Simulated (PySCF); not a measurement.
A GIAO shielding run with PySCF 2.14.0 with density-fitted response routines (density fitting, non-relativistic, gas phase) on SMILES [C@@H]1(C#CC)C[SiH2]O[Si@H]1Cl, C₅H₉ClOSi₂:

```
$ OMP_NUM_THREADS=1 python probes_run.py task.json out

{"job": {"kind": "nmr", "xc": "PBE0", "basis": "pcSseg-1"}, "charge": 0, "multiplicity": 1}
C     -3.703733     0.000883     0.250562
C     -2.271802     0.208433     0.199977
C     -1.088377     0.399980     0.174496
C      0.343923     0.587598     0.118740
C      0.958899    -0.126590    -1.107080
Si     2.794611    -0.466855    -0.717899
O      2.690399    -0.473959     0.926206
Si     1.302641    -0.039313     1.661852
Cl     1.708725     1.415604     2.972359
H     -4.082550    -0.252227    -0.739591
H     -3.941661    -0.810954     0.937879
H     -4.198171     0.909518     0.593286
H      0.534053     1.665733     0.023054
H      0.435886    -1.075644    -1.252087
H      0.788494     0.457044    -2.012042
H      3.695688     0.623666    -1.075305
H      3.257662    -1.798122    -1.079088
H      0.766552    -1.218478     2.318745
```

Hardware: 1 thread of an Arm Neoverse V1, shared host. The job also computes population analyses, field gradients, ring-centre shieldings.

(1) How large is the calculation?

(2) How long does it take, and how much memory does it need?

Results:

(1) 92 electrons, 219 basis functions and 1205 auxiliary functions.

(2) 63 s of wall time, with 15 SCF cycles and 5 response iterations; peak memory 1.1 GiB. Times on a shared host scatter by some tens of per cent.
